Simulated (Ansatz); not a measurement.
# Ligand exchange: GeH2(CH3)Br + CHClF2 → GeH2(CH3)Cl + CHBrF2

Species: GeH2(CH3)Br, singlet; CHClF2 (difluorochloromethane) `FC(F)Cl`, singlet; GeH2(CH3)Cl, singlet; CHBrF2 `FC(F)Br`, singlet. The partners trade Br for Cl: Ge–Br and C–Cl bonds give way to Ge–Cl and C–Br.

Shapes, held fixed at every level: PBE0-D4/def2-TZVP. Programs: Ansatz 0.2.0. The zero-point and thermal change to 298 K, harmonic and unscaled (PBE0-D4/def2-TZVP), is -0.5 kJ/mol.

**Question.** Estimate ΔH(298 K) of this reaction.

**Answer.** The highest level, CCSD(T)/def2-TZVPP, gives ΔH(298 K) = +10.0 kJ/mol; the levels span +8.7 to +19.4. The column of differences is taken from that level and isn't an error. No measured value is set beside it here. Relativity is left out for Br, Ge unless named. Correlated rows may include outer-core shells of Br, Ge, which these sets cover unevenly.

| level | kind | ΔH(298 K) (kJ/mol) | less CCSD(T)/def2-TZVPP |
| --- | --- | --- | --- |
| HF/def2-SVP | Hartree–Fock | +16.6 | +6.6 |
| HF/def2-TZVPP | Hartree–Fock | +15.0 | +5.0 |
| SPW92/def2-TZVPP | LDA | +11.6 | +1.6 |
| r2SCAN-D4/def2-TZVPP | meta-GGA | +9.7 | -0.3 |
| B3LYP-D4/def2-TZVPP | global hybrid | +8.7 | -1.3 |
| MP2/def2-SVP | perturbation theory | +19.4 | +9.4 |
| CCSD/def2-TZVPP | coupled cluster or CI | +10.6 | +0.6 |
| CCSD(T)/def2-TZVPP | coupled cluster or CI | +10.0 | 0.0 |
